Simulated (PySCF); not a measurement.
Compound: C9H10O.
Numbering: `[CH2:1]=[CH:2][CH2:3][C:4]1=[CH:5][C@@H:6]2[CH:7]=[CH:8][C@H:9]1[O:10]2`

Structure used (GFN2-xTB), in Å, numbered top down from 1:
```
atom  x, y, z in Å
C1     2.8195    1.1578   -0.6483
C2     1.9031    0.2971   -1.0478
C3     1.4579   -0.8991   -0.2569
C4    -0.0002   -0.7977    0.0194
C5    -1.0464   -1.4979   -0.3978
C6    -2.2630   -0.7892    0.2068
C7    -2.3630    0.5399   -0.5507
C8    -1.3229    1.2426   -0.1333
C9    -0.6148    0.3288    0.8706
O10   -1.7231   -0.3480    1.4462
H11    3.3314    1.0460    0.2938
H12    3.1062    2.0055   -1.2472
H13    1.3987    0.4285   -1.9964
H14    2.0119   -0.9470    0.6841
H15    1.6513   -1.8110   -0.8282
H16   -1.1037   -2.3579   -1.0331
H17   -3.1715   -1.3675    0.3365
H18   -3.1225    0.7691   -1.2697
H19   -0.9753    2.2172   -0.4079
H20    0.0213    0.7935    1.6163
```

NICS = −σ at a ghost point: NICS(0) at the centroid of the ring atoms, NICS(1) 1 Å to either side along the normal of their mean plane, zz for the tensor component along that normal. Level: GIAO PBE0/pcSseg-1 (PySCF, non-relativistic, gas phase) on the GFN2-xTB geometry, one conformer.

Ring bond lengths (Å), with Mayer bond orders in brackets: C4–C5 1.326 (1.83), C5–C6 1.532 (0.96), C6–O10 1.422 (0.93), O10–C9 1.421 (0.93), C9–C4 1.540 (0.93); C6–C7 1.533 (0.96), C7–C8 1.323 (1.86), C8–C9 1.531 (0.95), C9–O10 1.421 (0.93), O10–C6 1.422 (0.93).

**Question.** What do the NICS probes read (ppm)?

**Answer.** 
```csv
ring,type,NICS(0),"NICS(1), two faces","NICS(1)zz, two faces",rms pucker (Å),"centre to ring atoms, mean (Å)"
C4–C5–C6–O10–C9,"5-membered ring with O; formal bonds 1 double, 4 single",-2.3,-3.1 / -2.2,-3.2 / -6.1,0.24,1.19
C6–C7–C8–C9–O10,"5-membered ring with O; formal bonds 1 double, 4 single",-2.5,-2.5 / -3.4,-7.8 / -5.0,0.24,1.19
```

**Question.** What can be read from them?

**Answer.** 
- C4–C5–C6–O10–C9: mean NICS(1)zz -4.7 ppm, shielded. C6, C9 have four or more neighbours, so the value isn't read as a sign of a π ring current.
- C6–C7–C8–C9–O10: mean NICS(1)zz -6.4 ppm, shielded. C6, C9 have four or more neighbours, and the NICS criterion for π rings isn't applied.

**Question.** What field does 11.7 T along the ring normal induce along that normal at the first NICS(1) probe listed for ring C4–C5–C6–O10–C9, 1 Å off the ring?

**Answer.** NICSzz × B0 = -3.2 ppm × 11.7 T = -37 μT, against the applied field.

The run took 49 s of wall time on x86-64 server, one thread (shared host). This is the whole shielding run at PBE0/pcSseg-1, SCF included.
